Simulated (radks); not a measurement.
Task: The mean radii <r> (bohr) of the occupied orbitals of an atom or ion are listed with their occupations. All-electron calculation, scalar-relativistic Kohn-Sham, PBE, spin-polarised, spherical densities, point nucleus. Program: a radial shooting solver on a logarithmic mesh with Libxc functionals.

orbital  occ.      <r>
1s down     1  0.02507
1s up       1  0.02507
2s up       1   0.1074
2s down     1   0.1074
2p up       3  0.09425
2p down     3  0.09425
3s up       1   0.2852
3s down     1   0.2852
3p up       3   0.2832
3p down     3   0.2832
3d up       5   0.2600
3d down     5   0.2600
4s up       1   0.6542
4s down     1   0.6542
4p up       3   0.6931
4p down     3   0.6931
4d up       5   0.7676
4d down     5   0.7675
5s up       1    1.560
5s down     1    1.555
5p up       3    1.807
5p down     3    1.801
6s up       1    4.380
6s down     1    4.476
5d up       1    2.973

Name the element and its charge. Open shells, if any, are filled with parallel spins first.

Result: Z = 57, lanthanum, charge 0: La in [Xe] 5d1 6s2. The 1s radius gives Z: for a bare nucleus <r> = (2 gamma + 1)/(2Z) with gamma = sqrt(1 - (Z/c)^2), 0.02473 bohr for Z = 57, and screening makes it slightly larger (0.02507 here). The occupations add up to 57, and the charge is Z minus that.
